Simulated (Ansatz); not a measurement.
Diatomic CuNi, multiplicity 2 (the spin of the measured ground state). No spin–orbit coupling. Ni is treated without relativity. Cu is treated without relativity.

D_e counts from the fitted minimum to each atom's lowest state at the same level, without counterpoise.

Codes used: Ansatz (Gaussian basis) for Hartree–Fock, density functionals and correlated methods. Values without a source in brackets are computed.

One of these levels gives 1.764 eV for the bond energy D_e. Which one is it?
A) PBE/def2-TZVPP
B) BHLYP/def2-TZVPP
C) PBE0/def2-TZVPP

C, PBE0/def2-TZVPP. The others give 2.130 (PBE/def2-TZVPP), 1.265 (BHLYP/def2-TZVPP)

Ansatz is a program for electronic structure.
